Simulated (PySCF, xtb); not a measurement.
B(H)(OH)(OSiH3) (BH₅O₂Si), SMILES OBO[SiH3].

Geometry: B3LYP-D3(BJ)/def2-SVP. Other conformers were not sampled.

Computed with PySCF with IEF-PCM-PBE0/def2-SVP.

The values are the electrostatic part of the solvation free energy, E(continuum) − E(gas) at the gas-phase geometry, in a cavity of scaled van der Waals radii (PySCF's table); cavitation and dispersion terms are not included. In vacuum the orbital gap is 9.68 eV. The dipole moment in vacuum is 1.54 D.

Question: Estimate the values in water (ε = 78.36), acetone (ε = 20.49), chloroform (ε = 4.71). (An estimate is asked for; the answer gives what the named calculation found.)

Answer: 
```json
[
 {"solvent": "water", "ε": "78.36", "ΔG(elec) (kcal/mol)": "-3.6", "dipole (D)": "1.82", "gap (eV)": "9.77"},
 {"solvent": "acetone", "ε": "20.49", "ΔG(elec) (kcal/mol)": "-3.4", "dipole (D)": "1.80", "gap (eV)": "9.77"},
 {"solvent": "chloroform", "ε": "4.71", "ΔG(elec) (kcal/mol)": "-2.6", "dipole (D)": "1.73", "gap (eV)": "9.75"}
]
```

For comparison, GFN2-xTB/ALPB(water) (xtb, at the GFN2-xTB geometry, all terms of that model) gives -3.9 kcal/mol.
